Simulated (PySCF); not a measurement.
State search for InF

Unrestricted PBE0; In cc-pVTZ-PP with ECP28, F cc-pVTZ; scalar-relativistic core potentials (PySCF 2.14). Outer shells of the fragments: In 4d10 5s2 5p1; F 2s2 2p5.

Followed along the bond (rough minima from three points):

| 2Ms+1 | unpaired | ⟨S²⟩ at the start | R at minimum (Å) | Te (eV) |
| --- | --- | --- | --- | --- |
| 1 | none | 0.00 | 2.01 | 0.00 |
| 3 | σ ↑, π ↑ | 2.00 | 1.98 | 3.71 |

Solutions found at the starting distance of 2.005 Å, counted from the lowest of them; the search is not exhaustive and high or unbound solutions are not listed, so other states can lie among these:

| 2Ms+1 | unpaired | term | E (eV) | ⟨S²⟩ | ⟨Lz²⟩ | μ (D) |
| --- | --- | --- | --- | --- | --- | --- |
| 1 | none | ¹Σ⁺ | 0.00 | 0.00 | 0.00 | -3.16 |
| 3 | σ ↑, π ↑ | ³Π | 3.72 | 2.00 | 1.00 | -2.76 |
| 1 | σ ↑, π ↓ | mixed | 4.30 | 1.01 | 1.00 | -2.37 |
| 3 | σ ↑↑ | ³Σ⁺ | 5.59 | 2.00 | 0.00 | -1.50 |
| 3 | π ↑↑ | mixed | 6.80 | 2.01 | 2.01 | 2.07 |
| 3 | π ↑↑ | mixed | 6.91 | 2.01 | 2.01 | 2.17 |
| 3 | σ ↑, π ↑ | ³Π | 8.13 | 2.00 | 1.01 | 1.98 |

A term symbol is given only where ⟨S²⟩ and ⟨Lz²⟩ are close to those of a pure state; real π, δ and φ orbitals otherwise mix terms. A positive dipole means In(−)F(+).

Spin–orbit coupling is left out. Counting both spins, an empty level lies below a filled one in some of these solutions, because spin and occupation are held.
